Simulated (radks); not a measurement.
Values are calculated unless marked as measured or tabulated.
The nuclear charge of neutral arsenic is varied continuously with 33 electrons held in [Ar] 3d10 4s2 4p3. Code: a radial shooting solver on a logarithmic mesh with Libxc functionals. Model: Dirac Kohn-Sham, BLYP, spin-unpolarised, spherical densities, finite nucleus; open shells are shared between the two j in proportion to 2j + 1; Fermi nuclear charge, rms radius 4.0968 fm. By the Hellmann-Feynman theorem dE/dZ = E(electron-nucleus)/Z, the electronic potential at the nucleus (averaged over a nucleus of fixed radius).

[
 {"Z": "32.75", "E (hartree)": "-2220.19222", "E(electron-nucleus)/Z (hartree)": "-163.688", "HOMO": "4p3/2", "e(HOMO) (eV)": "-2.929", "<r> HOMO (bohr)": "2.759"},
 {"Z": "33", "E (hartree)": "-2261.32769", "E(electron-nucleus)/Z (hartree)": "-165.395", "HOMO": "4p3/2", "e(HOMO) (eV)": "-4.976", "<r> HOMO (bohr)": "2.586"},
 {"Z": "33.25", "E (hartree)": "-2302.88943", "E(electron-nucleus)/Z (hartree)": "-167.099", "HOMO": "4p3/2", "e(HOMO) (eV)": "-7.237", "<r> HOMO (bohr)": "2.446"},
 {"Z": "33.5", "E (hartree)": "-2344.87680", "E(electron-nucleus)/Z (hartree)": "-168.800", "HOMO": "4p3/2", "e(HOMO) (eV)": "-9.692", "<r> HOMO (bohr)": "2.328"},
 {"Z": "33.75", "E (hartree)": "-2387.28933", "E(electron-nucleus)/Z (hartree)": "-170.500", "HOMO": "4p3/2", "e(HOMO) (eV)": "-12.325", "<r> HOMO (bohr)": "2.227"},
 {"Z": "34", "E (hartree)": "-2430.12671", "E(electron-nucleus)/Z (hartree)": "-172.199", "HOMO": "4p3/2", "e(HOMO) (eV)": "-15.127", "<r> HOMO (bohr)": "2.139"}
]

The central difference of E at Z = 33 is -165.394 hartree, to compare with the third column; the second derivative is -6.82 hartree.
